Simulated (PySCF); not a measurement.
ClCs, charge -1, doublet, at the geometry of the source list (a state made from the parent by changing its charge; the spin is typed, not shown lowest) (core potentials on Cs) (in this run its highest filled SCF level lies above zero, so its values depend strongly on the basis, on diffuse functions most of all). Base run: M062X/def2-SVP run with PySCF.

Input for PySCF:
```python
from pyscf import gto, scf, dft, solvent

mol = gto.M(
    atom='''
Cs   -0.860400   -0.801200   -0.827100
Cl    0.860400    0.801200    0.827100
''',
    basis='def2-svp',
    ecp={'Cs': 'def2-svp'},
    charge=-1,
    spin=1,
    verbose=4,
)

mf = dft.UKS(mol)
mf.xc = 'm062x'
mf.kernel()
```

The base run was repeated with changes; each row names its change, and settings that it needs were set with it.

```json
[
 {"change": "base", "ΔE vs base (kJ/mol)": "0.00"},
 {"change": "model = COSMO; solvent = methanol", "ΔE vs base (kJ/mol)": "-166.6"},
 {"change": "model = IEF-PCM; solvent = methanol; vdw_scale = 1.4", "ΔE vs base (kJ/mol)": "-146.8"},
 {"change": "model = IEF-PCM; solvent = acetonitrile", "ΔE vs base (kJ/mol)": "-169.4"},
 {"change": "model = IEF-PCM; solvent = methanol; r_probe = 0.5", "ΔE vs base (kJ/mol)": "-147.6"},
 {"change": "model = ddCOSMO; solvent = methanol", "ΔE vs base (kJ/mol)": "-154.3"},
 {"change": "model = IEF-PCM; solvent = methanol", "ΔE vs base (kJ/mol)": "-168.9"},
 {"change": "model = IEF-PCM; solvent = methanol; vdw_scale = 1.1", "ΔE vs base (kJ/mol)": "-180.4"},
 {"change": "model = IEF-PCM; solvent = water", "ΔE vs base (kJ/mol)": "-172.4"},
 {"change": "model = IEF-PCM; solvent = methanol; lebedev_order = 11", "ΔE vs base (kJ/mol)": "-167.3"},
 {"change": "model = IEF-PCM; solvent = dichloromethane", "ΔE vs base (kJ/mol)": "-152.9"},
 {"change": "model = C-PCM; solvent = methanol", "ΔE vs base (kJ/mol)": "-169.3"}
]
```

The base is the gas phase, so ΔE is the electrostatic part of solvation at a fixed geometry, without cavity and dispersion terms.

Open shells are given as the SCF converged; they aren't shown to be the lowest states, and a large step between rows can be another state.

The gas-phase anion may not be bound at this level, which the solvent then changes.
